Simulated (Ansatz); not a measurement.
Ideal-gas functions of BClFGeH$_{3}$, SMILES `F[B](Cl)[GeH3]` at 298.15 K and 1 bar, from an Ansatz frequency run at PBE0-D4/def2-TZVP.

Molar mass 140.9 g/mol, point group Cs (symmetry number 1), electronic degeneracy 1, moments of inertia 85.142, 300.29, 379.196 u Å². Harmonic wavenumbers (cm⁻¹, unscaled): 32, 149, 271, 325, 453, 509, 581, 801, 877, 884, 928, 1317, 2156, 2160, 2166.

Use S(trans) = R[1.5 ln M + 2.5 ln T − 1.1517]; rotational temperatures θ = 24.2544 K / I; S(rot) = R[ln(√π/σ · √(T³/θAθBθC)) + 1.5]; for each mode x = 1.438777 ν̃/T, S = R[x/(eˣ − 1) − ln(1 − e⁻ˣ)] and H = RT x/(eˣ − 1); 1 cm⁻¹ = 0.0119627 kJ/mol; R = 8.31446 J/(mol·K).

Task: By hand: the entropy, in J/(mol·K).

Result: Translation 170.6. Rotation: θ = 0.2849, 0.0808, 0.064 K, giving 115.4. Vibration, mode by mode: 23.85, 11.23, 6.65, 5.38, 3.29, 2.66, 2.02, 0.86, 0.64, 0.62, 0.52, 0.11, 0.00, 0.00, 0.00, in all 57.9. Electronic 0.0. Sum 343.9 J/(mol·K).

Task: By hand: H − E and G − E in kJ/mol, counted from the electronic energy.

Result: Zero-point energy ½ × 13609 × 0.0119627 = 81.4; thermal vibration 8.6; translation, rotation and pV give 4 RT = 9.9. H − E = 99.9 kJ/mol, and G − E = 99.9 − 298.15 × 343.9/1000 = -2.6 kJ/mol.

Vibration gives 17 % of the entropy, 35.1 J/(mol·K) of it from the modes under 150 cm⁻¹: soft modes count most, and the harmonic formula is weakest for them.
